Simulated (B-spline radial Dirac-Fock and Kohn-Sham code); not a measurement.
## Binding energies of Cd⁺

System: the Cd⁺ ion, configuration 1s2 2s2 2p6 3s2 3p6 3d10 4s2 4p6 4d10 5s1; nuclear rms radius 4.6087 fm (A = 114).

Input file task.json (cfg lists n, l and occupation; rrms is the nuclear radius in fm):

```json
{"items": [{
  "Z": 48,
  "q": 1,
  "cfg": [[1, 0, 2], [2, 0, 2], [2, 1, 6], [3, 0, 2], [3, 1, 6], [3, 2, 10], [4, 0, 2], [4, 1, 6], [4, 2, 10], [5, 0, 1]],
  "A": 114,
  "rrms": 4.6087,
  "do": ["binding"]
}]}
```

Command: `python xray_run.py task.json out`

Method: relaxed Dirac-Fock hole states (ΔSCF) with Breit and QED corrections and a finite nucleus. Computed with a B-spline atomic structure program. The model has no electron correlation. Energies are counted from the vacuum level. Subshells whose hole state is unreliable or did not converge are left out.

All terms are in eV, carry their sign (relaxation lowers the binding energy) and add up to the binding energy; ⟨r⟩ is the mean radius of the orbital in the initial state.

| subshell | −ε (Koopmans) | relaxation | Gaunt | retardation | QED | binding energy | ⟨r⟩ (bohr) |
| --- | --- | --- | --- | --- | --- | --- | --- |
| K (1s) | 26875.9 | -64.50 | -60.51 | 4.73 | -28.20 | 26727.4 | 0.030 |
| L1 (2s) | 4084.8 | -34.70 | -5.32 | 0.29 | -3.44 | 4041.7 | 0.131 |
| L2 (2p1/2) | 3791.5 | -37.97 | -9.63 | 1.07 | 0.28 | 3745.2 | 0.111 |
| L3 (2p3/2) | 3598.1 | -36.92 | -6.90 | 1.25 | -0.09 | 3555.4 | 0.116 |
| M1 (3s) | 806.3 | -14.81 | -0.70 | 0.02 | -0.68 | 790.2 | 0.356 |
| M2 (3p1/2) | 687.5 | -15.19 | -1.39 | 0.15 | 0.05 | 671.2 | 0.348 |
| M3 (3p3/2) | 651.9 | -14.75 | -0.90 | 0.18 | -0.01 | 636.4 | 0.359 |
| M4 (3d3/2) | 443.9 | -16.06 | -0.35 | 0.01 | 0.07 | 427.6 | 0.332 |
| M5 (3d5/2) | 436.8 | -15.87 | -0.13 | 0.01 | 0.04 | 420.8 | 0.335 |
| N2 (4p1/2) | 97.56 | -3.94 | -0.19 | 0.02 | 0.01 | 93.46 | 0.948 |
| N3 (4p3/2) | 91.46 | -3.70 | -0.11 | 0.03 | 0.00 | 87.68 | 0.976 |
| N4 (4d3/2) | 28.63 | -2.54 | 0.00 | 0.00 | 0.01 | 26.10 | 1.244 |
| N5 (4d5/2) | 27.83 | -2.45 | 0.02 | 0.00 | 0.01 | 25.41 | 1.263 |
| O1 (5s) | 15.69 | -0.13 | -0.01 | 0.00 | -0.01 | 15.54 | 2.777 |

For the deepest level, K (1s), the Breit terms make up -0.209 % of the binding energy, QED -0.106 % and orbital relaxation -0.241 %.

Spin-orbit splittings: 2p 189.8 eV, 3p 34.72 eV, 3d 6.77 eV, 4p 5.78 eV, 4d 0.69 eV.

Going to the tabulated ground configuration of the next ion removes an electron from O1 (5s), computed at 15.54 eV. NIST lists 16.90831 eV as the ionisation energy of this species (measured), +1.37 eV from the computed value. The gap is mostly the missing electron correlation.
